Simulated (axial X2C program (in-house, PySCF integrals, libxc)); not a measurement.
**HfI: the levels of the configuration d1 s2 p(π)0**

Computed with an axial X2C code built on PySCF integrals: two-component X2C with atomic mean-field Coulomb and Gaunt terms, basis Hf dyall-v3z, I dyall-v3z (cores contracted in-house). Orbitals come from Hartree–Fock averaged over the configuration Hf d1 s2 p(π)0; CI then distributes these electrons over the d, s, p(π) shells of Hf.

R = 2.793 Å (near the minimum of the configuration average).

Active spinors (ω > 0):

```csv
shell,ω,ε (eV),character
d,1/2,0.66,"73% Hf d, 19% Hf p, 4% I p"
d,3/2,0.77,99% Hf d
d,5/2,1.00,100% Hf d
d,1/2,1.08,"87% Hf d, 8% Hf p"
d,3/2,1.10,"92% Hf d, 3% Hf p"
p(π),1/2,1.58,"87% Hf p, 4% Hf d, 3% I p"
p(π),3/2,1.80,"87% Hf p, 4% Hf d, 3% I d"
```

Filled shells are left out: they mix freely with the closed shells.

Lowest levels of this model:

```tsv
Ω	energy (cm⁻¹)	g∥	μ (D)	configuration
3/2	0	2.15	-2.66	89% d1 s2
1/2	2275	0.25	-2.05	87% d1 s2 + 6% d2 s1
5/2	2524	6.00	-2.65	88% d1 s2 + 6% d2 s1
3/2	4416	3.85	-2.38	86% d1 s2 + 7% d2 s1
1/2	6385	1.74	-1.43	84% d1 s2 + 10% d2 s1
3/2	10051	0.37	-0.46	92% d2 s1 + 6% d1 s1 p(π)1
5/2	10960	4.41	-0.54	94% d2 s1
1/2	11197	0.43	-0.45	94% d2 s1
3/2	11786	3.78	-0.48	94% d2 s1
1/2	12124	1.18	-0.51	95% d2 s1
7/2	12145	8.23	-0.69	94% d2 s1
5/2	12921	6.89	-0.46	96% d2 s1
9/2	13500	11.96	-0.95	94% d2 s1
7/2	14614	9.70	-0.48	98% d2 s1
5/2	14726	6.66	-0.55	96% d2 s1
7/2	21188	7.93	-2.12	88% d2 s1 + 6% d3
9/2	24537	10.01	-1.62	89% d2 s1 + 7% d3
7/2	24705	6.26	-1.74	83% d2 s1 + 7% d3
```

g∥ is the magnitude of 2⟨Lz + ge Sz⟩ for the +Ω component. μ is positive if the I end is positive.

Question: From Ω and g∥ of the lowest level, whose 2⟨Lz + ge Sz⟩ is positive, find ⟨Sz⟩ and ⟨Lz⟩ (ge = 2.0023).

Answer: Ω = ⟨Lz⟩ + ⟨Sz⟩ = 3/2 and ⟨Lz⟩ + ge⟨Sz⟩ = 1.075, so ⟨Sz⟩ = -0.42 and ⟨Lz⟩ = 1.92.

Occupations of the active spinors in the lowest level by ω, shell by shell in order of energy: -5/2: 0.00; -3/2: 0.00 0.00 0.01; -1/2: 0.03 0.01 0.95 0.02; 1/2: 0.03 0.02 0.90 0.03; 3/2: 0.95 0.03 0.02; 5/2: 0.02. The leading determinant has weight 0.88 among 82.

This point took 3.9 s on 1 thread of Arm Neoverse V1, with other jobs on the host.

There is no dynamic correlation: spin–orbit spacings and, for f shells, spacings inside one term are the most reliable numbers, splittings between terms come out too wide, and energies between configurations are not reliable, so the lowest level need not be the ground state of the molecule. For d shells the ligand-field splittings (σ, π, δ) and their order can be off by a thousand cm⁻¹ or more. At most 4 roots were kept for each Ω > 0 (twice that for Ω = 0) within 3.2 eV of the lowest, so higher up levels can be missing between those listed; levels with Ω > 0 are doubly degenerate and listed once, Ω = 0 levels singly. Some active spinors are only partly of the character that their shell is named for, so the shell names and counts are nominal. States that fill the shells left empty in the average are placed too high.
